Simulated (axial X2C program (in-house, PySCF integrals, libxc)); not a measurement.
**YSe: from Re and ωe to a spectrum**

A bond curve at the CCSD(T) level, two-component, was computed with an in-house all-electron X2C program for linear molecules (integrals from PySCF) (basis Y dyall-cv3z [11s12p9d6f3g], Se dyall-cv3z [8s9p6d4f1g] (cores contracted in-house)) for the state Ω = 1/2 (⟨Sz⟩ = 0.50, ⟨Lz⟩ = 0.00 at HF). Its fit gives Re = 2.4525 Å, ωe = 330.9 cm⁻¹, ωexe = 0.582 cm⁻¹ and αe = 1.550e-04 cm⁻¹; the masses are 88.9058 and 79.9165 u. Two-component means X2C with spin–orbit coupling and atomic mean-field Coulomb and Gaunt terms.

Correlated methods: 9 electrons correlated (number of frozen shells: Y 4 s, 3 p, 1 d; Se 3 s, 2 p, 1 d), 325 virtual spin orbitals or spinors in MP2, 90 natural virtuals in coupled cluster.

Question: Find the reduced mass, Be and the force constant.

Answer: From the CCSD(T) values: μ = 42.0859 u. Be = 16.8576/(μ Re²) = 0.0666 cm⁻¹. k = 5.8918×10⁻⁷ μ ωe² = 2.72 mdyn/Å.

Question: Estimate the centrifugal constant by the Kratzer relation.

Answer: D = 4Be³/ωe² = 1.08e-08 cm⁻¹.

Question: Where do the fundamental and the first overtone lie?

Answer: ν(1←0) = ωe − 2ωexe = 329.7 cm⁻¹; ν(2←0) = 2ωe − 6ωexe = 658.3 cm⁻¹.

Question: A Morse curve ties αe to the other constants (Pekeris). How well does that hold?

Answer: αe(Morse) = 6Be²/ωe × (√(ωexe/Be) − 1) = 1.573e-04 cm⁻¹; the CCSD(T) curve gives 1.550e-04 cm⁻¹, a ratio of 1.01.

Occupations by symmetry block were frozen at the best pattern of an incomplete PBE0 search. CCSD and (T) use frozen natural virtuals with an MP2 correction for the truncation; (T) itself is uncorrected, so its De runs slightly low. The outer-core s and p shells of the metal are frozen in the correlated rows, which leaves out core–valence correlation; for alkali and alkaline-earth bonds that tends to lengthen them. With the outer-core shells frozen, correlated bond lengths of heavy atoms tend to come out a few hundredths of an ångström too long.
